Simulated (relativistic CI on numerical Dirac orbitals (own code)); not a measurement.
Computed by Dirac-Coulomb-Breit CI, separate exchange-only KLI orbitals for each configuration, model QED (radiative potential, 1s self-energy scaled to tabulated hydrogen-like ionisation energies), unscaled Slater integrals (own radial code, finite nucleus).

Configuration list (outside the closed core [Ar] 3d10): 4s²4p⁶4d⁹, 4s²4p⁶4d⁸4f, 4s²4p⁵4d¹⁰, 4s4p⁶4d¹⁰, 4s²4p⁵4d⁹4f, 4s4p⁶4d⁹4f, 4s²4p⁶4d⁸5s, 4s²4p⁶4d⁷4f5s, 4s²4p⁶4d⁸5p, 4s²4p⁵4d⁹5s, 4s²4p⁶4d⁸5f, 4s²4p⁶4d⁷5s5p, 4p⁶4d¹⁰4f, 4s²4p⁵4d⁹5d, 4s4p⁶4d⁹5s, 4s²4p⁶4d⁸6p, 4p⁶4d¹⁰5p, 4p⁶4d⁹4f², 4p⁶4d⁸4f³, 4p⁵4d¹⁰4f², 4p⁵4d⁹4f³, 4p⁶4d⁸4f²5s, 4p⁶4d¹⁰5s, 4p⁵4d¹⁰4f5s, 4p⁶4d⁹5s², 4p⁶4d⁸4f5s², 4p⁵4d¹⁰5s², 4p⁵4d⁹4f5s². Double excitations out of closed p, d and f shells are left out; levels of such configurations are missing from the list, as are those of other unlisted configurations, and high levels can miss mixing partners. These lack a partner that the ground configuration has and come out too high: 4s²4p⁶4d⁸5p, 4s²4p⁵4d⁹5s, 4s²4p⁶4d⁸5f, 4s²4p⁵4d⁹5d, 4s²4p⁶4d⁸6p.

At this charge energies of transitions that change n are usually good to better than 1 %, and those within a shell (Δn = 0) to a few per cent.

Outline of the computed level scheme of Bi XXXIX. Lowest level of each configuration: 4s²4p⁶4d⁹ ²D5/2 at 0.000 eV; 4s²4p⁵4d¹⁰ ²P°3/2 at 231.730 eV; 4s²4p⁶4d⁸4f ⁴F°5/2 at 234.937 eV.

Some strong electric-dipole decays among the lowest 45 levels: 4s²4p⁶4d⁸4f ⁴F°5/2 → 4s²4p⁶4d⁹ ²D5/2 (1.6e+11 s⁻¹); 4s²4p⁶4d⁸4f ⁴G°7/2 → 4s²4p⁶4d⁹ ²D5/2 (1.4e+11 s⁻¹); 4s²4p⁶4d⁸4f ²P°3/2 → 4s²4p⁶4d⁹ ²D5/2 (1.3e+11 s⁻¹); 4s²4p⁵4d¹⁰ ²P°3/2 → 4s²4p⁶4d⁹ ²D5/2 (2.9e+10 s⁻¹); 4s²4p⁶4d⁸4f ⁴D°3/2 → 4s²4p⁶4d⁹ ²D5/2 (2.7e+10 s⁻¹); 4s²4p⁶4d⁸4f ²S°1/2 → 4s²4p⁶4d⁹ ²D3/2 (1.2e+10 s⁻¹); 4s²4p⁵4d¹⁰ ²P°3/2 → 4s²4p⁶4d⁹ ²D3/2 (6.9e+09 s⁻¹); 4s²4p⁶4d⁸4f ²F°7/2 → 4s²4p⁶4d⁹ ²D5/2 (6.6e+09 s⁻¹).

LS names give the leading component of a level, which can be under half, so a name can repeat, a term be missing and a line seem to break the LS rules.
